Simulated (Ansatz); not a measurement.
Isomers of CH$_{4}$BFSe, relaxed with PBE0-D4/def2-TZVP in Ansatz; electronic energies, one conformer each and not always the lowest. Functionals use def2-TZVPP; CBS adds triple-zeta CCSD(T) − MP2 to the MP2 limit of def2-TZVPP and def2-QZVPP.

Outer-core shells of Se are correlated without core-valence functions. Scalar relativity is left out up to krypton. Spin–orbit coupling is left out.

(1) Order them by energy at frozen-core CCSD(T)/CBS, lowest first. (Best estimate.)
A. `B[Se]CF`
B. `C[Se]BF`
C. `CB(F)[SeH]`

(2) How do B2PLYP, PBE-D4, MP2/CBS(def2), B3LYP-D4 place them (kJ/mol, against `CB(F)[SeH]`)? (Best estimate.)

Results:

(1) C (0.0 kJ/mol), B (55.3 kJ/mol), A (271.8 kJ/mol).

(2) Computed: 
```tsv
isomer	B2PLYP	PBE-D4	MP2/CBS(def2)	B3LYP-D4
`C[Se]BF`	54.4	55.0	53.8	55.4
`B[Se]CF`	271.3	262.6	278.5	267.9
```

B3LYP here is the variant with VWN-RPA as its local correlation; programs differ in this.
